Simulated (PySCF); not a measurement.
A PySCF script (with the pyscf-properties extension) for the NMR shieldings of SMILES [AlH3-][N+]#CC[C@@H]1CC[SiH2]1, C₅H₁₂AlNSi, on a GFN2-xTB geometry:

```python
import basis_set_exchange as bse
import numpy as np
from pyscf import gto, dft
from pyscf.prop import nmr

atoms = """
Al    2.879243    0.962476    0.191388
N     2.010129   -0.816960    0.058897
C     0.994721   -1.332133   -0.091889
C    -0.274221   -1.943569   -0.291768
C    -1.395075   -0.897030   -0.181521
C    -1.173730    0.325525   -1.097118
C    -0.856591    1.404559   -0.041025
Si   -1.343759    0.240792    1.383322
H     4.398072    0.616801    0.262153
H     2.146713    1.427434    1.512983
H     2.327090    1.558049   -1.163603
H    -0.274806   -2.406430   -1.285763
H    -0.411235   -2.729928    0.456619
H    -2.330594   -1.416558   -0.393829
H    -2.078510    0.567727   -1.653609
H    -0.363404    0.187592   -1.814087
H    -1.420157    2.325115   -0.170049
H     0.203572    1.667318   -0.038119
H    -2.673017    0.438151    1.964892
H    -0.369588   -0.168253    2.389092
"""
names = dict.fromkeys(["Al", "N", "C", "Si", "H"], "pcSseg-1")
basis = {el: gto.basis.parse(bse.get_basis(n, elements=[el], fmt="nwchem")) for el, n in names.items()}
mol = gto.M(atom=atoms, basis=basis, charge=0, verbose=0)
mf = dft.RKS(mol, xc="PBE0")
mf.grids.level = 2
mf.grids.alignment = dft.numint.BLKSIZE   # the property module wants whole blocks of grid points
mf.conv_tol = 1e-9
mf.kernel()

calc = nmr.RKS(mf)   # GIAO
C = mf.mo_coeff
Co = C[:, mf.mo_occ > 0]
resp = mf.gen_response(singlet=True, hermi=2)
def vind(x):   # induced exchange potential for any number of trial vectors
    d = np.einsum("pi,xij,qj->xpq", C, 2 * x.reshape(-1, C.shape[1], Co.shape[1]), Co, optimize=True)
    return np.einsum("xpq,pi,qj->xij", resp(d - d.transpose(0, 2, 1)), C, Co, optimize=True).ravel()
mo1, _ = nmr.rhf.solve_mo1(calc, with_cphf=vind)
sigma = calc.kernel(mo1)
for i, s in enumerate(sigma):   # ppm
    print("%2d %-2s %9.2f" % (i, mol.atom_pure_symbol(i), np.trace(s) / 3))
```

Task: What does it print?

Result: 
```
 0 Al    436.00
 1 N      26.90
 2 C      47.86
 3 C     164.43
 4 C     163.93
 5 C     158.41
 6 C     177.20
 7 Si    377.43
 8 H      27.90
 9 H      27.24
10 H      27.20
11 H      28.84
12 H      29.08
13 H      29.73
14 H      28.90
15 H      29.58
16 H      30.10
17 H      28.34
18 H      26.75
19 H      26.82
```

These numbers come from an equivalent density-fitted implementation of the same equations, which agrees with the script to about 0.01 ppm for H and up to a few tenths of a ppm for heavy atoms, so last digits may differ.

Size and cost of the density-fitted run: 210 basis functions, 94 s wall time on 1 thread of an Arm Neoverse N1, shared host; peak memory 1 GiB.
